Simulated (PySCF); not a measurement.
hexa-1,2-dien-5-yne (C₆H₆), SMILES C#CCC=C=C. Atoms are numbered in the order given.

```xyz
12

C     -2.5342     1.3824     0.5543
C     -1.7794     0.5411     0.1258
C     -0.8516    -0.4843    -0.3762
C      0.4180    -0.5694     0.4497
C      1.6224    -0.4345    -0.0498
C      2.8228    -0.2974    -0.5570
H     -3.2067     2.1327     0.9314
H     -1.3664    -1.4608    -0.3624
H     -0.5998    -0.2715    -1.4269
H      0.3032    -0.7508     1.5255
H      3.3794    -1.1618    -0.9357
H      3.3029     0.6858    -0.6122
```
Charge 0, spin multiplicity 1.

Geometry optimised at ωB97X-D3(BJ)/def2-SVP. One conformer was computed; it need not be the lowest.

Two levels are set side by side: PBE/pcSseg-1 (PySCF) and KT2/pcSseg-1 (PySCF). GIAO shifts against TMS (¹H), TMS (¹³C) at the same level; non-relativistic, no solvent, atoms listed together averaged. Differences are taken from unrounded values.

```
quantity                   KT2    PBE  PBE minus KT2
-----------------------  -----  -----  -------------
δ(¹³C) of C1 (ppm)        68.0   73.3            5.3
δ(¹³C) of C2 (ppm)        78.5   85.3            6.8
δ(¹³C) of C3 (ppm)        27.7   27.4           -0.2
δ(¹³C) of C4 (ppm)        88.6   93.7            5.1
δ(¹³C) of C5 (ppm)       211.1  222.8           11.7
δ(¹³C) of C6 (ppm)        75.9   80.5            4.7
δ(¹H) of H7 (ppm)         2.29   2.02          -0.27
δ(¹H) of H10 (ppm)        5.53   5.57           0.04
δ(¹H) of H11, H12 (ppm)   5.18   5.25           0.06
```

Rough cost on one machine, each run with all the roots and properties that it gave: KT2 against PBE within a factor of 2.
